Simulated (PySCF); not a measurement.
Static response to an electric field

Compound: C₈H₉N.
Atom-mapped SMILES: `[CH2:1]=[CH:2][C:3](=[CH2:4])[C:5](=[CH2:6])[CH2:7][C:8]#[N:9]` (hydrogens: H10, H11 on C1; H12 on C2; H13, H14 on C4; H15, H16 on C6; H17, H18 on C7)

Geometry (GFN2-xTB, Å), atoms numbered from 1 in this order:
```
atom  x, y, z in Å
C1    -1.676   -0.362   -1.599
C2    -1.635    0.484   -0.577
C3    -0.582    0.545    0.429
C4    -0.557    1.524    1.335
C5     0.469   -0.501    0.421
C6     0.202   -1.779    0.641
C7     1.870   -0.017    0.120
C8     1.944    0.381   -1.265
N9     1.981    0.682   -2.366
H10   -0.908   -1.099   -1.767
H11   -2.482   -0.340   -2.313
H12   -2.416    1.223   -0.456
H13    0.205    1.586    2.093
H14   -1.315    2.289    1.358
H15    0.969   -2.535    0.635
H16   -0.800   -2.114    0.849
H17    2.120    0.849    0.739
H18    2.602   -0.810    0.297
```

Level: PBE0/def2-SVPD (PySCF), static field, nuclei fixed, core orbitals frozen in the response. The polarisability tensor in these axes (au):

```
x    88.06   1.15   4.37
y     1.15 100.37   9.89
z     4.37   9.89 105.57
```

Problem. Give the principal values, the mean and the anisotropy Δα = √{½[(α1 − α2)² + (α2 − α3)² + (α1 − α3)²]}.

Solution. Principal values 86.87, 93.25 and 113.87 au; mean 98.00 au = 14.52 Å³ = 16.16 × 10⁻⁴⁰ C²·m²/J; Δα = 24.44 au (25 % of the mean).

Problem. What is the dipole moment, and where does it point?

Solution. (-0.59, -1.08, 3.45) D, 3.66 D in size, pointing from the negative to the positive side. Measured along this direction, the outermost atoms are N9 at the negative end and H16 and H13 at the positive end.

Problem. Rayleigh depolarisation ratio (linearly polarised light, static tensor)?

Solution. ρ = 3Δα²/(45ᾱ² + 4Δα²) = 1791.6/(432150 + 2388.9) = 0.00412.

Problem. How large is μ²/3kT at 298 K beside α?

Solution. In Gaussian units μ²/3kT = 108.66 Å³ against 14.52 Å³, a ratio of 7.48; the Debye molar polarisation (4π/3)N_A(α + μ²/3kT) is 310.7 cm³/mol, leaving out the vibrational part.

Problem. Refractivity n − 1 of an ideal gas of it at 500 K and 1 atm, from the electronic α?

Solution. N = p/kT = 1.4678 × 10¹⁹ cm⁻³, so n − 1 = 2π × N × 14.52 × 10⁻²⁴ cm³ = 1339 × 10⁻⁶ at long wavelengths.

Isolated species at its GFN2-xTB geometry (one conformer only).
